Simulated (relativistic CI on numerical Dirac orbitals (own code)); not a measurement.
# How well does a small relativistic CI reproduce C I?

Calculated at this level of theory: Dirac-Coulomb-Breit CI, KLI orbitals optimised for each configuration, model QED, valence Slater integrals scaled by 0.85, P86 correlation energy added to each configuration (own radial code, finite nucleus).

CI space (outside the closed core 1s2): 2s²2p², 2s2p³, 2s²2p3s, 2s²2p3p, 2s²2p3d, 2s²2p4s, 2p⁴, 2s²2p4p, 2s²2p4d, 2s²2p4f, 2s²3s², 2s²3s3p, 2s²3s3d. Levels of other configurations are missing.

| Configuration | Term (tabulated) | J | Measured (cm⁻¹) | Computed | Error | Purity (%) |
| --- | --- | --- | --- | --- | --- | --- |
| 2s²2p² | 3P | 0 | 0.0 | 0 | 0 | 98 |
| 2s²2p² | 3P | 1 | 16.4 | 15 | -1 | 98 |
| 2s²2p² | 3P | 2 | 43.4 | 39 | -4 | 98 |
| 2s²2p² | 1D | 2 | 10192.7 | 10581 | 389 | 98 |
| 2s²2p² | 1S | 0 | 21648.0 | 18388 | -3260 | 94 |
| 2s2p³ | 5S° | 2 | 33735.2 | 32086 | -1649 | 100 |
| 2s²2p3s | 3P° | 0 | 60333.4 | 64054 | 3721 | 99 |
| 2s²2p3s | 3P° | 1 | 60352.6 | 64074 | 3721 | 99 |
| 2s²2p3s | 3P° | 2 | 60393.2 | 64115 | 3722 | 99 |
| 2s²2p3s | 1P° | 1 | 61981.8 | 65509 | 3527 | 100 |
| 2s2p³ | 3D° | 3 | 64086.9 | 68367 | 4280 | 96 |
| 2s2p³ | 3D° | 1 | 64089.9 | 68370 | 4281 | 96 |
| 2s2p³ | 3D° | 2 | 64091.0 | 68371 | 4280 | 96 |
| 2s²2p3p | 1P | 1 | 68856.3 | 72717 | 3861 | 99 |
| 2s²2p3p | 3D | 1 | 69689.5 | 73241 | 3551 | 100 |
| 2s²2p3p | 3D | 2 | 69710.7 | 73262 | 3551 | 100 |
| 2s²2p3p | 3D | 3 | 69744.0 | 73296 | 3552 | 100 |
| 2s²2p3p | 3S | 1 | 70743.9 | 74088 | 3344 | 100 |
| 2s²2p3p | 3P | 0 | 71352.5 | 74719 | 3366 | 100 |
| 2s²2p3p | 3P | 1 | 71364.9 | 74732 | 3367 | 100 |
| 2s²2p3p | 3P | 2 | 71385.4 | 74753 | 3368 | 100 |
| 2s²2p3p | 1D | 2 | 72610.7 | 75574 | 2964 | 99 |
| 2s²2p3p | 1S | 0 | 73975.9 | 77102 | 3127 | 94 |
| 2s2p³ | 3P° | 1 | 75254.0 | 78400 | 3146 | 75 |
| 2s2p³ | 3P° | 2 | 75255.3 | 78398 | 3142 | 75 |
| 2s2p³ | 3P° | 0 | 75256.1 | 78404 | 3147 | 75 |
| 2s²2p3d | 1D° | 2 | 77679.8 | 80956 | 3276 | 99 |
| 2s²2p4s | 3P° | 0 | 78105.0 | 81840 | 3735 | 80 |
| 2s²2p4s | 3P° | 1 | 78116.8 | 81854 | 3737 | 79 |
| 2s²2p4s | 3P° | 2 | 78148.1 | 81884 | 3736 | 77 |
| 2s²2p3d | 3F° | 2 | 78199.1 | 81384 | 3185 | 100 |
| 2s²2p3d | 3F° | 3 | 78215.5 | 81402 | 3187 | 99 |
| 2s²2p3d | 3F° | 4 | 78249.9 | 81433 | 3183 | 100 |
| 2s²2p3d | 3D° | 1 | 78293.5 | 81723 | 3430 | 84 |
| 2s²2p3d | 3D° | 2 | 78307.6 | 81740 | 3432 | 96 |
| 2s²2p3d | 3D° | 3 | 78318.2 | 81748 | 3429 | 90 |
| 2s²2p3d | 1P° | 1 | 78731.3 | 81797 | 3066 | 80 |

Measured levels from NIST Handbook of Basic Atomic Spectroscopic Data (Sansonetti and Martin, J. Phys. Chem. Ref. Data 34, 1559 (2005)); pairs were made by configuration, J and term (by order where the table uses no LS term), so strongly mixed levels may be paired wrongly.

Mean error by configuration (cm⁻¹): 2s²2p² -719; 2s2p³ 2947; 2s²2p3s 3673; 2s²2p3p 3405; 2s²2p3d 3273; 2s²2p4s 3736. Over the excited levels the mean absolute error is 3159 cm⁻¹ (36 of the 36 excited levels that our extract of the source holds in range could be paired), and the median relative error of those above 1,000 cm⁻¹ is 4.7 %.

Transition probabilities of persistent lines. The last column rescales the computed rate by the cube of measured over computed energy:

```
λ measured (Å)         Lower         Upper  A tabulated (s⁻¹)  A computed  A rescaled
1277.25 vacuum    2s²2p² ³P0  2s²2p3d ³D°1           1.27e+08    1.63e+08    1.44e+08
1277.28 vacuum    2s²2p² ³P1  2s²2p3d ³D°2           1.73e+08    2.47e+08    2.17e+08
1277.51 vacuum    2s²2p² ³P1  2s²2p3d ³D°1           9.12e+07    9.53e+07    8.38e+07
1277.55 vacuum    2s²2p² ³P2  2s²2p3d ³D°3           2.31e+08    2.79e+08    2.45e+08
1280.33 vacuum    2s²2p² ³P2  2s²2p4s ³P°2           5.77e+07    2.06e+08    1.79e+08
1560.68 vacuum    2s²2p² ³P1    2s2p³ ³D°2           9.08e+07    2.41e+08    1.98e+08
1560.71 vacuum    2s²2p² ³P1    2s2p³ ³D°1           5.05e+07    1.33e+08    1.10e+08
1561.44 vacuum    2s²2p² ³P2    2s2p³ ³D°3           1.21e+08    3.20e+08    2.63e+08
1656.27 vacuum    2s²2p² ³P1  2s²2p3s ³P°2           8.58e+07    8.06e+07    6.73e+07
1656.93 vacuum    2s²2p² ³P0  2s²2p3s ³P°1           1.13e+08    1.07e+08    8.96e+07
1657.01 vacuum    2s²2p² ³P2  2s²2p3s ³P°2           2.52e+08    2.41e+08    2.01e+08
1657.38 vacuum    2s²2p² ³P1  2s²2p3s ³P°1           8.64e+07    8.01e+07    6.69e+07
1657.91 vacuum    2s²2p² ³P1  2s²2p3s ³P°0           3.43e+08    3.21e+08    2.68e+08
1658.12 vacuum    2s²2p² ³P2  2s²2p3s ³P°1           1.44e+08    1.34e+08    1.12e+08
1751.83 vacuum    2s²2p² ¹S0  2s²2p3d ¹P°1           9.07e+07    1.09e+08    7.98e+07
1930.91 vacuum    2s²2p² ¹D2  2s²2p3s ¹P°1           3.51e+08    3.87e+08    3.24e+08
   2478.56 air    2s²2p² ¹S0  2s²2p3s ¹P°1           3.40e+07    6.56e+07    4.12e+07
   9405.73 air  2s²2p3s ¹P°1   2s²2p3p ¹D2           2.91e+07    2.82e+07    3.33e+07
  11753.32 air   2s²2p3p ³D3  2s²2p3d ³F°4           2.63e+07    2.70e+07    3.09e+07
  11754.76 air   2s²2p3p ³D2  2s²2p3d ³F°3           2.40e+07    2.44e+07    2.79e+07
```
